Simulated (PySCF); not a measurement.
C4H7BO2, SMILES C=C=COB(C)O. Geometry optimised at PBE-D3(BJ)/def2-SVP. This is a generated structure with no PubChem entry under its InChIKey; it may be hypothetical. The values are those of a single conformer.

Computed equilibrium geometry at PBE-D3(BJ)/def2-SVP (PySCF confirms it by a frequency run) as bond lengths and angles (one conformer of several):
Atoms: C1 C2 C3 O4 B5 C6 O7 H8 H9 H10 H11 H12 H13 H14. Bonds (Å): C1–C2 1.316, C1–H8 1.106, C1–H9 1.106, C2–C3 1.323, C3–O4 1.376, C3–H10 1.105, O4–B5 1.382, B5–C6 1.580, B5–O7 1.375, C6–H11 1.106, C6–H12 1.111, C6–H13 1.111, O7–H14 0.971. Angles (°): C2–C1–H8 121.8, C2–C1–H9 121.8, H8–C1–H9 116.5, C1–C2–C3 177.8, C2–C3–O4 122.5, C2–C3–H10 121.3, O4–C3–H10 116.2, C3–O4–B5 122.2, O4–B5–C6 118.1, O4–B5–O7 117.6, C6–B5–O7 124.3, B5–C6–H11 111.8, B5–C6–H12 111.3, B5–C6–H13 111.3, H11–C6–H12 107.9, H11–C6–H13 107.9, H12–C6–H13 106.4, B5–O7–H14 112.1.
Charge 0, spin multiplicity 1.
